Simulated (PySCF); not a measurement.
**Bond length, frequency and bond energy of KBi⁺ by level of theory**

State: ⁴Σ⁻ (quartet), unpaired electrons σ ↑, π ↑↑. Set-up: K def2-SVPD, Bi def2-SVPD with ECP60; scalar-relativistic core potentials (PySCF 2.14). De refers to K⁺ + Bi in their high-spin ground configurations, without counterpoise correction. The functionals are run spin-unrestricted. A positive dipole points towards Bi; it is taken about the centre of mass and depends on that origin.

```tsv
Level	Re (Å)	ωe (cm⁻¹)	De (eV)	μ (D)	CPU s a point (SCF and correlation, without the integrals)
UHF	4.109	48.4	n/a	-14.54	0.19
UHF-MP2	3.994	55.4	n/a	n/a	0.39
UHF-SCS-MP2	4.007	54.5	n/a	n/a	n/a
UHF-CCSD	4.003	55.4	n/a	n/a	n/a
UHF-CCSD(T)	3.999	55.7	n/a	n/a	13
PBE	3.910	56.4	n/a	-13.22	0.64
BLYP	3.973	53.8	n/a	-13.46	0.44
r²SCAN	3.926	55.2	n/a	-13.51	0.88
M06-L	3.911	55.0	n/a	-13.31	0.96
PBE0	3.908	55.7	n/a	-13.39	1.2
B97-3	3.898	57.6	n/a	-13.38	0.54
HSE06	3.915	55.6	n/a	-13.39	0.96
```

(1) What does a quarter of exact exchange do here, going from PBE to PBE0?

(2) What does the step from GGA to meta-GGA do here, going from PBE to r²SCAN?

(3) What does the triples do here, going from UHF-CCSD to UHF-CCSD(T)?

Correlated steps freeze 9 core orbitals. Spin–orbit coupling is left out, which matters for elements this heavy, above all for dissociation energies. The state is the lowest determinant that a PBE0 search found; another state may lie lower at other levels.

The whole job (state search and all levels along the bond) took about 3.9 min on 1 thread of Arm Neoverse V1 (shared host), peak memory 0.81 GiB.

Results:

(1) PBE0 less PBE: -0.2 pm in Re, -1.2 % in ωe. Exact exchange removes part of the self-interaction that spreads semilocal densities, and in most molecules shortens and stiffens the bond and lowers De; so it does here.

(2) r²SCAN less PBE: +1.6 pm in Re, -2.1 % in ωe. 

(3) UHF-CCSD(T) less UHF-CCSD: -0.4 pm in Re, +0.5 % in ωe. Correlation nearly always deepens the well. The bond shortens, as in weak, metallic or heavy-atom bonds, where dispersion and the correlation of outer-core electrons pull the atoms together.
